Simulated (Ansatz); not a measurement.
The inner images of a band of ClF₃H₅NSi₂ (12 atoms, charge 0, multiplicity 1) are given out of order.

The calculation used RKS B3LYP-D4/def2-SVP in Ansatz 0.2.0.

Image 0:

```xyz
12
Properties=species:S:1:pos:R:3
Si -0.097 0.023 0.179
Cl 0.749 -0.452 2.031
F 1.304 0.233 -0.614
F -0.671 1.534 -0.073
F -0.673 -1.181 -0.755
N -1.957 -0.214 1.144
H -2.608 -0.477 0.398
Si -2.559 1.237 2.063
H -3.521 0.741 3.086
H -1.401 1.892 2.710
H -3.258 2.104 1.087
H -1.865 -1.040 1.741
```

Image 6:

```xyz
12
Properties=species:S:1:pos:R:3
Si -0.563 0.316 -0.315
Cl -0.268 -1.698 3.058
F 0.771 0.717 0.468
F -0.807 1.468 -1.405
F -0.345 -1.054 -1.114
N -1.856 0.124 0.784
H -2.562 -0.545 0.476
Si -2.397 1.311 1.995
H -2.844 0.577 3.207
H -1.220 2.170 2.270
H -3.525 2.128 1.467
H -0.940 -1.114 2.106
```

Q: Put them in order from the first end to the last, with their energies above the first end.
A.
```xyz
12
Properties=species:S:1:pos:R:3
Si -0.442 0.118 -0.082
Cl 0.072 -1.384 2.275
F 0.694 1.071 0.499
F -1.068 0.998 -1.284
F -0.030 -1.238 -0.808
N -1.911 -0.044 0.968
H -2.719 -0.368 0.423
Si -2.348 1.299 2.146
H -3.041 0.634 3.272
H -1.083 1.953 2.533
H -3.253 2.222 1.417
H -1.428 -0.862 1.638
```
B.
```xyz
12
Properties=species:S:1:pos:R:3
Si -0.581 0.290 -0.319
Cl -0.229 -1.694 2.982
F 0.674 0.953 0.415
F -0.899 1.196 -1.604
F -0.198 -1.162 -0.872
N -1.883 0.162 0.777
H -2.626 -0.464 0.462
Si -2.366 1.336 2.024
H -2.820 0.590 3.227
H -1.165 2.157 2.307
H -3.479 2.195 1.532
H -0.984 -1.158 2.066
```
C.
```xyz
12
Properties=species:S:1:pos:R:3
Si -0.550 0.205 -0.182
Cl 0.022 -1.456 2.462
F 0.626 1.052 0.488
F -1.044 1.027 -1.463
F -0.036 -1.201 -0.740
N -1.908 0.051 0.886
H -2.707 -0.401 0.435
Si -2.373 1.295 2.091
H -3.039 0.628 3.241
H -1.127 1.981 2.503
H -3.314 2.237 1.430
H -1.108 -1.016 1.848
```
D.
```xyz
12
Properties=species:S:1:pos:R:3
Si -0.602 0.272 -0.293
Cl -0.012 -1.573 2.805
F 0.580 1.091 0.403
F -0.991 1.046 -1.643
F -0.090 -1.175 -0.744
N -1.907 0.135 0.802
H -2.671 -0.455 0.467
Si -2.386 1.313 2.050
H -3.021 0.571 3.170
H -1.152 2.009 2.482
H -3.364 2.290 1.492
H -0.943 -1.124 2.006
```
E.
```xyz
12
Properties=species:S:1:pos:R:3
Si -0.212 0.016 0.217
Cl 0.423 -0.825 2.108
F 1.220 0.754 0.022
F -1.015 1.202 -0.618
F -0.278 -1.267 -0.760
N -2.023 -0.192 1.040
H -2.708 -0.323 0.290
Si -2.425 1.265 2.086
H -3.068 0.741 3.316
H -1.155 1.959 2.391
H -3.349 2.118 1.305
H -1.967 -1.047 1.601
```

A: E (+0.30 eV), A (+1.02 eV), C (+0.56 eV), D (+0.32 eV), B (+0.31 eV).

Run time: 7.3 min on 4 threads of Arm Neoverse V2, with other jobs on the host, peak memory 0.38 GiB.
